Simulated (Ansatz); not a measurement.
CH$_{4}$GeO$_{2}$ (`O=C[O][GeH3]`). Charge 0, multiplicity 1. All single points use the PBE0-D4/def2-TZVP geometry. It is one conformer, not always the lowest.

```xyz
8

O    -1.524    0.820    0.568
C    -0.487    0.785    1.177
O     0.610    0.189    0.756
Ge    0.431   -0.615   -0.889
H    -0.342    1.254    2.162
H     0.107    0.462   -1.924
H    -0.634   -1.706   -0.784
H     1.839   -1.189   -1.067
```

(1) What is the dipole moment at B3LYP/def2-TZVPP? (Estimate.)

(2) And with PBE, r2SCAN, ωB97M-V? (Best estimate.)

(3) Give the Mulliken charges with B3LYP, ωB97M-V, PBE in def2-TZVPP. (Estimate.)

Results:

(1) Ansatz gave: 1.76 D, with components (1.53, -0.75, -0.44) D in this frame, pointing from negative to positive charge.

(2) Ansatz gave: PBE 1.69 D, r2SCAN 1.74 D, ωB97M-V 1.77 D.

(3) Computed: 
```json
{"atom": "O1", "B3LYP": "-0.32", "ωB97M-V": "-0.34", "PBE": "-0.28"}
{"atom": "C2", "B3LYP": "0.23", "ωB97M-V": "0.25", "PBE": "0.18"}
{"atom": "O3", "B3LYP": "-0.36", "ωB97M-V": "-0.37", "PBE": "-0.29"}
{"atom": "Ge4", "B3LYP": "0.30", "ωB97M-V": "0.24", "PBE": "0.27"}
{"atom": "H5", "B3LYP": "0.10", "ωB97M-V": "0.11", "PBE": "0.08"}
{"atom": "H6", "B3LYP": "0.02", "ωB97M-V": "0.04", "PBE": "0.02"}
{"atom": "H7", "B3LYP": "0.02", "ωB97M-V": "0.04", "PBE": "0.02"}
{"atom": "H8", "B3LYP": "0.01", "ωB97M-V": "0.03", "PBE": "0.00"}
```

B3LYP here is the variant with VWN-RPA as its local correlation; programs differ in this.
